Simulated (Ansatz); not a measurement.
Gas-phase electronic energies from Ansatz, PBE0-D4/def2-TZVP geometries. CCSD(T)/CBS adds triple-zeta CCSD(T) − MP2 to the extrapolated MP2 energy (def2 sets, frozen cores). This one scheme is used for every species. DFT in def2-TZVPP. Elements past krypton have def2 core potentials. For Hf outer-core shells are correlated without core-valence functions, which leaves a few kJ/mol of doubt a bond. One conformer a species, not always the lowest.

Reaction (ligand exchange at the Hf–C bond): `[CH3][Hf]12345678([OH])([C@H]9[C@@H]1[C@@H]2[C@@H]3[C@H]94)[C@H]1[C@@H]5[C@@H]6[C@@H]7[C@H]18` + HCl → `[OH][Hf]12345678([Cl])([C@H]9[C@@H]1[C@@H]2[C@@H]3[C@H]94)[C@H]1[C@@H]5[C@@H]6[C@@H]7[C@H]18` + CH₄

| level | ΔE (kJ/mol) |
| --- | --- |
| PBE-QIDH | -213.6 |
| r2SCAN | -213.5 |
| MP2/def2-SVP | -221.3 |
| SCS-MP2/def2-TZVPP | -210.0 |

(1) What does CCSD(T)/CBS give? (An estimate is asked.)

Largest T1 diagnostic among the species: 0.012.

Answers

(1) The calculation gave: -205.6 kJ/mol. The listed levels differ from it by -8.0, -7.9, -15.7, -4.4 kJ/mol.

From PBE to PBE0 (25 % exact exchange), in def2-TZVPP and without D4, ΔE moves by −5.4 kJ/mol. Leaving LDA and LC-ωPBE aside and taking each functional with its dispersion term where it has one, the values, not all of them listed here, spread over 16.0 kJ/mol, from BHLYP-D4 to PBE-D4. LDA lies +4.5 kJ/mol from PBE without D4.

CCSD(T)/CBS has its own doubt, a few kJ/mol and more with outer-core shells, so smaller differences from it don't rank the levels.
